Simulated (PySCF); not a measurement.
Start geometry of `[SiH2](OC1CC1)O` from GFN2-xTB (Å):
```
atom  x, y, z in Å
O1     3.1102   -0.3990   -0.4909
Si2    1.9495    0.4910    0.2616
O3     0.5430    0.0145   -0.4410
C4    -0.6892    0.4219   -0.1462
C5    -1.8515   -0.3957   -0.7115
C6    -1.5635   -0.4134    0.7722
H7     2.8451   -0.9656   -1.2002
H8     2.0095    0.1728    1.6810
H9     2.1856    1.9230    0.0363
H10   -0.8371    1.4952   -0.0777
H11   -1.5951   -1.2655   -1.2677
H12   -2.7238    0.1271   -1.0437
H13   -1.1331   -1.3011    1.1636
H14   -2.2569    0.0796    1.4566
```

Problem. What comes out of this run: PySCF, PBE0-D3(BJ)/def2-SVP geometry optimisation, gas phase?

Solution. 
```
atom  x, y, z in Å
O1     3.179   -0.391   -0.670
Si2    1.906    0.203    0.199
O3     0.498   -0.245   -0.577
C4    -0.724    0.344   -0.283
C5    -1.947   -0.475   -0.502
C6    -1.508   -0.139    0.901
H7     3.204   -0.169   -1.605
H8     2.021   -0.407    1.549
H9     1.914    1.697    0.287
H10   -0.778    1.415   -0.522
H11   -1.778   -1.499   -0.845
H12   -2.839    0.008   -0.909
H13   -1.062   -0.945    1.489
H14   -2.088    0.585    1.479
```

The energy falls by 22.1 kJ/mol over 17 energy and gradient evaluations, the largest force component goes from 0.0591 to 4.4e-04 Eh/bohr, and the atoms move by 0.439 Å rms after alignment. The bond that changes most is O3–C4 (silyl ether oxygen to sp3 carbon bound to oxygen), which lengthens by 0.058 Å. Bonds longer at the end by more than 0.005 Å: 10 of 14; shorter: 2. Among the angles that change most is Si2–O3–C4, from 127.5° to 122.1°. Among the dihedrals that turn most is H7–O1–Si2–H9, from -115° to -65°. Rotational constants go from 8986, 1403, 1339 to 9674, 1392, 1306 MHz. The orientation of the end geometry is arbitrary; only internal coordinates are fixed.

The run used 128 basis functions and 116 SCF cycles in all.

Not checked by PBE0-D3(BJ)/def2-SVP frequencies. The numbers are those of one conformer.
